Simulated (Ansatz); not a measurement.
The first iterations of a band of BrCl2H2In (6 atoms, charge 0, multiplicity 1).

Theory: RKS PBE0-D4/def2-SVP (Ansatz 0.2.0).

```json
{"movable images": "7", "climbing image": "yes", "spring": "5.0 eV/Å²", "optimiser": "quadratic models (default)", "start path": "through a guess of the saddle point", "force threshold": "0.05 eV/Å", "iteration limit": "60", "end points": "relaxed"}
```

Image 0:

```xyz
6
Properties=species:S:1:pos:R:3
In -0.491 0.089 -0.821
H 0.693 1.197 -1.356
Cl -0.479 -2.188 -1.397
Cl -2.549 0.738 0.107
H 1.976 0.493 1.578
Br 0.851 -0.328 1.888
```

Image 8:

```xyz
6
Properties=species:S:1:pos:R:3
In -0.620 -0.519 0.192
H 1.170 1.163 -0.805
Cl -0.172 -1.927 -1.604
Cl -2.288 1.084 -0.053
H 1.442 1.070 -0.096
Br 0.467 -0.871 2.367
```

| iteration | highest image above the first end (eV) | largest band force component (eV/Å) |
| --- | --- | --- |
| 1 | 1.326 | 2.437 |
| 2 | 0.625 | 1.433 |
| 3 | 0.602 | 1.881 |

Problem. Does the band converge within its limit, and where does its top end?

Solution. The run converged. It ended after 10 iterations with the highest image 0.607 eV above the first end. A vibrational analysis at the climbing image gives one clearly imaginary mode, 999i cm⁻¹: a first-order saddle point. The orbitals stay closed-shell, which can raise the energy where a bond breaks towards radicals; this wasn't checked here.

Run time: 2.2 min on 2 threads of Intel(R) Xeon(R) 6975P-C (Granite Rapids) (shared host), peak memory 0.33 GiB.
